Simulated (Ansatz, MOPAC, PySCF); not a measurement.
Dimer: HCl (SMILES Cl) (first 2 atoms) with C2H4 (SMILES C=C); geometry from B3LYP-D3(BJ)/def2-TZVP, rigid monomers moved along the line of their centres of mass till H2···C3 is 2.76 Å.
(charge 0, multiplicity 1):
```xyz
8

Cl    -0.447     0.017     0.257
H     -0.310     0.032     1.543
C      0.412     0.568     4.150
C     -0.447    -0.438     4.260
H      1.476     0.399     4.035
H      0.085     1.601     4.174
H     -1.510    -0.268     4.379
H     -0.119    -1.470     4.240
```

Interaction energies are E(AB) − E(A) − E(B) at the monomers' geometry in the complex; basis-set methods are counterpoise corrected. Rows marked so take none.

Rows in 3-21G, 6-31G* carry no dispersion term and start afresh at each structure (6-31G* with six Cartesian d functions). The state that PM3 reach isn't checked.

Codes used: Ansatz (Gaussian basis) for Hartree–Fock, density functionals and correlated methods; MOPAC for PM3 (differences of heats of formation); PySCF for 3-21G rows, 6-31G* rows, the dispersion terms. 

Problem. One of these levels gives -2.51 kcal/mol for the interaction energy. Which?
(A) PBE-D3(BJ)/def2-TZVPPD
(B) PM3
(C) B3LYP/3-21G (no counterpoise)
(D) B3LYP/6-31G*

Solution. D, B3LYP/6-31G*. The others give -1.35 (PM3), -3.31 (PBE-D3(BJ)/def2-TZVPPD), -3.80 (B3LYP/3-21G (no counterpoise))

Ansatz is a quantum-chemistry and plane-wave program.
